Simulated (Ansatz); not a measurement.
Ansatz (a quantum-chemistry and plane-wave program) input (MP2/def2-TZVP):

Ansatz 0.2 input:
```yaml
crystal:
  periodic: [false, false, false]
  atoms:
    - {symbol: B, position_ang: [-0.00000000, -0.00000000, -0.78400375]}
    - {symbol: B, position_ang: [0.00000000, 0.00000000, 0.78400375]}
basis:
  gaussian:
    orbitals: def2-TZVP
magnetization: {spin_polarized: true, initial_magnetization: 2}
correlation: {method: mp2, electrons: outside_noble_gas}
relax: {f_tol: 0.003, max_steps: 100}
```

Output:

```
Functional definition: HF
these checks for a lower state are left out or cut short: cluster_reference
integrals: 0.01 GiB planned
431 factors; integrals over basis functions are off by at most 3.2e-4 eV
mean field: 0.09 GiB planned
mean field evaluation 1: about -1335.5201 eV, gradient 5.2e0 eV
mean field evaluation 2: about -1335.5217 eV, gradient 5.2e0 eV
mean field evaluation 4: about -1335.8499 eV, gradient 2.7e-1 eV
mean field evaluation 8: about -1335.8511 eV, gradient 2.4e-2 eV
mean field evaluation 16: about -1335.8510 eV, gradient 1.1e-4 eV
mean field evaluation 32: about -1335.8405 eV, gradient 5.5e-1 eV
mean field evaluation 64: about -1335.8510 eV, gradient 2.5e-6 eV
mean field evaluation 96: about -1336.7405 eV, gradient 2.0e-3 eV
mean field evaluation 128: about -1336.2561 eV, gradient 2.1e-6 eV
mean field evaluation 160: about -1336.4978 eV, gradient 5.7e0 eV
mean field evaluation 192: about -1336.7409 eV, gradient 1.4e-4 eV
mean field evaluation 224: about -1335.8498 eV, gradient 2.7e-1 eV
mean field -1337.50637672 eV, -49.1524527502 hartree, gradient 2.6e-6 eV, S^2 2.912080; 19 other end points of the search recorded, 0 dependent functions left out
2 core orbitals not correlated
reference -1337.50637672 eV, -49.1524527502 hartree; 4, 2 occupied and 56, 58 virtual orbitals, 431 factors
densities: 0.08 GiB planned
second order -2.62772214 eV of doubles, -0.00000000 eV of singles
the calculation of the forces begins
relax step   1: F+E_penalty+E_count = -1340.13409886 eV  Δ(F+E_penalty+E_count) = +0.000e0 eV  max|allowed force component| = 3.735e-1 eV/Å  Δτ_max = 0.0000 Å  (736 SCF iters, accepted)
these checks for a lower state are left out or cut short: starts, cluster_reference, orbital_swaps, neighbouring_geometries, increment
integrals: 0.01 GiB planned
431 factors; integrals over basis functions are off by at most 3.2e-4 eV
mean field: 0.09 GiB planned
mean field -1337.51621478 eV, -49.1528142922 hartree, gradient 1.1e-6 eV, S^2 2.914421; 0 other end points of the search recorded, 0 dependent functions left out
2 core orbitals not correlated
reference -1337.51621478 eV, -49.1528142922 hartree; 4, 2 occupied and 56, 58 virtual orbitals, 431 factors
densities: 0.08 GiB planned
second order -2.62031067 eV of doubles, -0.00000000 eV of singles
the calculation of the forces begins
relax step   2: F+E_penalty+E_count = -1340.13652545 eV  Δ(F+E_penalty+E_count) = -2.427e-3 eV  max|allowed force component| = 1.128e-1 eV/Å  Δτ_max = 0.0050 Å  (34 SCF iters, accepted)
these checks for a lower state are left out or cut short: starts, cluster_reference, orbital_swaps, neighbouring_geometries, increment
integrals: 0.01 GiB planned
431 factors; integrals over basis functions are off by at most 3.2e-4 eV
mean field: 0.09 GiB planned
mean field -1337.51957387 eV, -49.1529377364 hartree, gradient 1.2e-6 eV, S^2 2.915401; 0 other end points of the search recorded, 0 dependent functions left out
2 core orbitals not correlated
reference -1337.51957387 eV, -49.1529377364 hartree; 4, 2 occupied and 56, 58 virtual orbitals, 431 factors
densities: 0.08 GiB planned
second order -2.61718620 eV of doubles, -0.00000000 eV of singles
the calculation of the forces begins
mean field evaluation 256: about -1337.5174 eV, gradient 1.5e-2 eV
relax step   3: F+E_penalty+E_count = -1340.13676007 eV  Δ(F+E_penalty+E_count) = -2.346e-4 eV  max|allowed force component| = 2.334e-3 eV/Å  Δτ_max = 0.0021 Å  (35 SCF iters, accepted)
these checks for a lower state are left out or cut short: cluster_reference
integrals: 0.01 GiB planned
431 factors; integrals over basis functions are off by at most 3.2e-4 eV
mean field: 0.09 GiB planned
mean field evaluation 288: about -1337.5196 eV, gradient 5.7e-3 eV
mean field evaluation 320: about -1336.7684 eV, gradient 3.7e-2 eV
mean field evaluation 352: about -1333.9949 eV, gradient 1.2e1 eV
mean field evaluation 384: about -1336.2431 eV, gradient 6.6e-1 eV
mean field evaluation 416: about -1336.4690 eV, gradient 5.7e0 eV
mean field evaluation 448: about -1336.2849 eV, gradient 4.9e-2 eV
mean field evaluation 480: about -1335.8278 eV, gradient 2.8e-2 eV
mean field -1337.51957387 eV, -49.1529377364 hartree, gradient 1.2e-6 eV, S^2 2.915401; 19 other end points of the search recorded, 0 dependent functions left out
2 core orbitals not correlated
reference -1337.51957387 eV, -49.1529377364 hartree; 4, 2 occupied and 56, 58 virtual orbitals, 431 factors
densities: 0.08 GiB planned
second order -2.61718620 eV of doubles, -0.00000000 eV of singles
the calculation of the forces begins
Total energy: -1340.13676007 eV, -49.2491175552 hartree
Atom 0 at     0.000000    -0.000000    -0.776920 Å, force     0.000000    -0.000000    -0.002334 eV/Å
Atom 1 at    -0.000000     0.000000     0.776920 Å, force    -0.000000     0.000000     0.002334 eV/Å
Dipole moment:    -0.000000    -0.000000    -0.022691 e Å
Checks for a lower state left out: cluster_reference
```

The determinant is spin-contaminated: <S^2> is 2.92 against 2.00 for a pure state.
